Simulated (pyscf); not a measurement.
Structures and frequencies: ωB97X-D3(BJ)/def2-SVP in PySCF.

Estimate the classical barrier height and the reaction energy of HO–Al(OH)–SiH₃ -> HO–Al [singlet] + silanol (HO–SiH₃) at HF/def2-TZVP. The step runs on the singlet surface, breaks Al–O, Al–Si and forms O–Si; take the reactant's lowest minimum found as zero.

ΔE‡ = 49.3 kcal/mol, ΔE = +23.0 kcal/mol. ωB97M-D3(BJ)/def2-TZVP gives 36.8 kcal/mol and +24.8 kcal/mol. Zero-point energy shifts the barrier by +0.2 kcal/mol. It is a 1,1-elimination, with an imaginary mode of 279i cm⁻¹. On the product side the descent ends in an adduct with a Al–O contact (not fully relaxed), 9.1 kcal/mol under the separated species and 15.8 kcal/mol under the saddle at ωB97X-D3(BJ)/def2-TZVP. What is counted as broken (Al–O) persists as a longer contact in the product adduct; parting that adduct is a step of its own. At ωB97X-D3(BJ)/def2-TZVP the barrier from the zero used here is 41.2 kcal/mol. HO–Al(OH)–SiH₃ lies 18.8 kcal/mol over its isomer HO–SiH₂–O–AlH₂ (electronic energy, ωB97M-D3(BJ)/def2-TZVP). One saddle was located; it need not be the lowest between these sides.
